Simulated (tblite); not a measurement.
Species: C₄H₈O₃Si₂.
SMILES with atom numbers: `[O:1]=[C:2]=[C:3]([CH:4]=[O:5])[C@@H:6]([SiH3:7])[O:8][SiH3:9]` (hydrogens: H10 on C4; H11 on C6; H12, H13, H14 on Si7; H15, H16, H17 on Si9)

Computed with GFN2-xTB (tblite), gas phase: L-BFGS steps from a force-field or distance-geometry start until the largest atomic force falls under 0.01 eV/Å.

The end geometry, which sets the zero of energy:
```
atom  x, y, z in Å
O1     -0.8620    1.9974   -2.4233
C2     -0.9857    1.4210   -1.4286
C3     -1.1350    0.7701   -0.3052
C4     -2.3485    0.8481    0.4879
O5     -2.5166    0.2331    1.5129
C6     -0.0258   -0.1109    0.2398
Si7    -0.4463   -1.9733    0.0044
O8      1.1774    0.1539   -0.4319
Si9     2.6428    0.4815    0.1799
H10    -3.1203    1.5254    0.0859
H11     0.0656    0.1299    1.3054
H12    -0.4957   -2.1906   -1.4415
H13    -1.7173   -2.2756    0.6469
H14     0.6627   -2.7118    0.6076
H15     3.3321    0.7931   -1.0601
H16     2.5719    1.5998    1.1247
H17     3.1938   -0.6791    0.8853
```

Task: These geometries come from the run, each turned onto the end geometry. Order them by energy, lowest first.
A.
```
atom  x, y, z in Å
O1     -1.5277    1.4868   -2.6902
C2     -1.3299    1.1357   -1.6207
C3     -1.1731    0.7536   -0.3681
C4     -2.2068    1.1044    0.5902
O5     -2.1928    0.7351    1.7518
C6      0.0239   -0.0649    0.1106
Si7    -0.3398   -1.9718   -0.1299
O8      1.2135    0.4172   -0.4851
Si9     2.6407    0.4796    0.3144
H10    -3.0307    1.7261    0.2041
H11     0.0891    0.0770    1.2008
H12    -0.4204   -2.2667   -1.5615
H13    -1.6255   -2.3065    0.5027
H14     0.7389   -2.7523    0.4883
H15     3.6820    0.9967   -0.5739
H16     2.4827    1.3465    1.4929
H17     2.9691   -0.8846    0.7638
```
B.
```
atom  x, y, z in Å
O1     -0.9271    1.8135   -2.5310
C2     -1.0138    1.3171   -1.4897
C3     -1.1248    0.7544   -0.3156
C4     -2.2998    0.9075    0.5237
O5     -2.4368    0.3496    1.5855
C6     -0.0161   -0.1263    0.2319
Si7    -0.4572   -1.9801   -0.0227
O8      1.1906    0.1512   -0.4273
Si9     2.6392    0.5032    0.2127
H10    -3.0679    1.5883    0.1203
H11     0.0656    0.1115    1.2986
H12    -0.5097   -2.1885   -1.4700
H13    -1.7455   -2.2447    0.6037
H14     0.6239   -2.7542    0.5850
H15     3.3108    0.9944   -0.9786
H16     2.4978    1.5057    1.2732
H17     3.2637   -0.6908    0.7906
```
C.
```
atom  x, y, z in Å
O1     -0.9958    1.7558   -2.5663
C2     -1.0475    1.2834   -1.5118
C3     -1.1291    0.7478   -0.3231
C4     -2.2888    0.9386    0.5313
O5     -2.4268    0.3981    1.6012
C6     -0.0202   -0.1312    0.2286
Si7    -0.4514   -1.9875   -0.0420
O8      1.1976    0.1700   -0.3984
Si9     2.6507    0.5095    0.2379
H10    -3.0418    1.6354    0.1287
H11     0.0384    0.0896    1.3006
H12    -0.5070   -2.1987   -1.4880
H13    -1.7388   -2.2644    0.5824
H14     0.6323   -2.7565    0.5655
H15     3.3005    1.0235   -0.9575
H16     2.5472    1.4989    1.3157
H17     3.2736   -0.7002    0.7853
```
D.
```
atom  x, y, z in Å
O1     -1.1577    1.5385   -2.6582
C2     -1.1584    1.1581   -1.5664
C3     -1.1740    0.7299   -0.3318
C4     -2.2610    1.0469    0.5823
O5     -2.3166    0.6441    1.7186
C6     -0.0369   -0.1149    0.2219
Si7    -0.3769   -1.9763   -0.1088
O8      1.1780    0.2541   -0.3727
Si9     2.6375    0.4829    0.2947
H10    -3.0498    1.6902    0.1537
H11    -0.0195    0.0918    1.2978
H12    -0.4158   -2.1379   -1.5622
H13    -1.6622   -2.2969    0.5024
H14     0.7186   -2.7482    0.4759
H15     3.3304    1.0174   -0.8651
H16     2.5583    1.4131    1.4249
H17     3.1992   -0.7808    0.7831
```
E.
```
atom  x, y, z in Å
O1     -1.4537    1.4890   -2.7091
C2     -1.2931    1.1210   -1.6247
C3     -1.1668    0.7364   -0.3826
C4     -2.1907    1.0769    0.5981
O5     -2.1543    0.7213    1.7500
C6     -0.0035   -0.0842    0.1427
Si7    -0.3280   -1.9533   -0.1476
O8      1.2094    0.3185   -0.4338
Si9     2.6231    0.4329    0.3567
H10    -3.0151    1.6971    0.2073
H11     0.0237    0.1244    1.2182
H12    -0.3801   -2.1805   -1.5928
H13    -1.6098   -2.2197    0.5002
H14     0.7765   -2.6880    0.4690
H15     3.4380    0.9880   -0.7056
H16     2.4708    1.3178    1.5112
H17     3.0466   -0.8856    0.8332
```

Result: B (0.004 eV), C (0.008 eV), D (0.014 eV), E (0.042 eV), A (0.181 eV).

In the order of the answer:

```json
{"step": "85", "E above end (eV)": "0.004", "largest force (eV/Å)": "0.06", "rms force component (eV/Å)": "0.014", "rms distance from end (Å)": "0.113", "rms bond change (Å)": "0.001", "bond most changed (Å)": "C6–Si7 -0.001"}
{"step": "75", "E above end (eV)": "0.008", "largest force (eV/Å)": "0.04", "rms force component (eV/Å)": "0.016", "rms distance from end (Å)": "0.145", "rms bond change (Å)": "0.001", "bond most changed (Å)": "Si9–H15 +0.002"}
{"step": "61", "E above end (eV)": "0.014", "largest force (eV/Å)": "0.06", "rms force component (eV/Å)": "0.019", "rms distance from end (Å)": "0.263", "rms bond change (Å)": "0.002", "bond most changed (Å)": "C3–C4 +0.003"}
{"step": "16", "E above end (eV)": "0.042", "largest force (eV/Å)": "0.09", "rms force component (eV/Å)": "0.034", "rms distance from end (Å)": "0.360", "rms bond change (Å)": "0.003", "bond most changed (Å)": "C3–C4 +0.006"}
{"step": "3", "E above end (eV)": "0.181", "largest force (eV/Å)": "1.92", "rms force component (eV/Å)": "0.400", "rms distance from end (Å)": "0.387", "rms bond change (Å)": "0.012", "bond most changed (Å)": "C6–Si7 +0.032"}
```

What follows is the cost of the whole relaxation. The run took 0.89 s on one thread, Arm Neoverse V2 (aarch64), shared host with 32 logical CPUs at a one-minute load of 25.
